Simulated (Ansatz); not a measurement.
Species: dibromo(dimethoxy)germane, C2H6Br2GeO2, charge 0, multiplicity 1. SMILES: C[O][Ge]([Br])([Br])[O]C
Structure (B3LYP-D3(BJ)/def2-TZVP (Ansatz, a first-principles code) minimum search):
```
Ge
O 1 1.7526
C 2 1.4314 1 119.57
H 3 1.0891 2 106.59 1 -179.51
H 3 1.0920 4 109.28 2 120.34
H 3 1.0930 4 108.96 5 119.46
O 1 1.7607 2 107.66 3 -59.76
C 7 1.4267 1 121.10 2 178.54
H 8 1.0893 7 106.88 1 -179.05
H 8 1.0930 9 109.03 7 -120.51
H 8 1.0931 9 108.98 10 -119.15
Br 1 2.2957 2 107.44 3 -179.95
Br 1 2.3200 2 111.23 3 59.29
```
Charge 0, spin multiplicity 1.

Quantity: vertical ionisation energy (to the doublet state of charge +1; each state is the SCF solution reached for its spin; for the doublet the Hartree-Fock reference is unstable and T1 is 0.032), in eV. Correlated levels leave the core frozen unless marked. UHF or UKS for open shells. Spin-orbit coupling is left out. The frozen core is the preceding noble-gas configuration, with the filled d and f shells of earlier blocks. No relativistic terms. CBS(X,Y): correlation extrapolated as X^-3; Hartree-Fock from the larger set. The program attaches cautions to a run behind CCSD/aug-cc-pVDZ: other roots.

```json
[
 {"level": "HF/aug-cc-pVTZ", "program": "Ansatz", "vertical ionisation energy (eV)": "9.63"},
 {"level": "SVWN5/def2-TZVPD", "program": "Ansatz", "vertical ionisation energy (eV)": "9.68"},
 {"level": "PBE/def2-TZVPD", "program": "Ansatz", "vertical ionisation energy (eV)": "9.52"},
 {"level": "r2SCAN/def2-TZVPD", "program": "Ansatz", "vertical ionisation energy (eV)": "9.80"},
 {"level": "B3LYP/def2-TZVPD", "program": "Ansatz", "vertical ionisation energy (eV)": "10.13"},
 {"level": "PBE0/def2-TZVPD", "program": "Ansatz", "vertical ionisation energy (eV)": "10.23"},
 {"level": "BHLYP/def2-TZVPD", "program": "Ansatz", "vertical ionisation energy (eV)": "10.59"},
 {"level": "CAM-B3LYP/def2-TZVPD", "program": "Ansatz", "vertical ionisation energy (eV)": "10.66"},
 {"level": "wB97M-V/def2-TZVPD", "program": "Ansatz", "vertical ionisation energy (eV)": "10.74"},
 {"level": "wB97X-V/def2-TZVPD", "program": "Ansatz", "vertical ionisation energy (eV)": "10.77"},
 {"level": "RI-MP2/aug-cc-pVTZ", "program": "Ansatz", "vertical ionisation energy (eV)": "11.33"},
 {"level": "RI-MP2/aug-cc-pVQZ", "program": "Ansatz", "vertical ionisation energy (eV)": "11.40"},
 {"level": "RI-MP2/CBS(aug-cc-pVTZ,aug-cc-pVQZ)", "program": "Ansatz", "vertical ionisation energy (eV)": "11.46"},
 {"level": "CCSD/aug-cc-pVDZ", "program": "Ansatz", "vertical ionisation energy (eV)": "10.76"}
]
```
